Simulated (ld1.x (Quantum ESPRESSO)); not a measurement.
## technetium, TM: configuration errors across variants

| Item | Value |
| --- | --- |
| Element | technetium |
| Generator | ld1.x (Quantum ESPRESSO) 7.5 |
| Type | norm-conserving Troullier–Martins (Kleinman–Bylander form) |
| Functional | PW91 |
| Relativity | fully relativistic |
| Frozen core | [Kr] |
| Valence charge | 7 |
| Reference configuration | 4d6 5s1 5p0 |
| Partial waves | 5p (bound, empty): rc 4.20 bohr; 4d (bound): rc 2.05 bohr; 4f channel at 0.1 Ry: rc 4.30 bohr; 5s (bound): rc 2.85 bohr |
| Local potential | the s channel |
| Core correction | a·sin(br)/r model core inside 1.15 bohr |

Open shells are filled in proportion to 2j + 1 (rel_dist='average').

All-electron excitation energies from the reference (eV): (1) 4d5 5s2 5p0 0.932; (2) 4d5 5s1 5p0 9.150; (3) 4d5 5s0 5p0 24.067; (4) 4d4 5s0 5p0 52.839; (5) 4d5 5s1 5p1 4.707; (6) 4d5 5s0 5p1 13.755; (7) 4d4 5s2 5p0 12.627.

Errors AE − PS in meV (a dash: test not solved or not reliable):

| change | (1) | (2) | (3) | (4) | (5) | (6) | (7) | bound ghosts |
| --- | --- | --- | --- | --- | --- | --- | --- | --- |
| base | -112 | -90 | -122 | -654 | -109 | -90 | -477 | none |
| core correction none | -80 | -65 | -31 | -307 | -80 | -53 | -320 | none |
| core correction a·sin(br)/r model core inside 0.94 bohr | -113 | -90 | -122 | -654 | -109 | -90 | -478 | none |
| core correction a·sin(br)/r model core inside 1.14 bohr | -112 | -90 | -122 | -654 | -109 | -90 | -477 | none |
| core correction a·sin(br)/r model core inside 1.38 bohr | -112 | -89 | -122 | -651 | -109 | -90 | -472 | none |
| core correction a·sin(br)/r model core inside 1.74 bohr | -104 | -85 | -121 | -627 | -103 | -87 | -438 | none |
| core correction a·sin(br)/r model core inside 1.98 bohr | -97 | -81 | -118 | -596 | -98 | -84 | -402 | none |
| core correction a·sin(br)/r model core inside 2.38 bohr | -87 | -75 | -105 | -516 | -89 | -75 | -352 | none |

(1) Give the same row for: core correction a·sin(br)/r model core inside 2.16 bohr.

## Answers

(1) -92, -78, -114, -564, -93, -80, -376; bound ghosts: none.
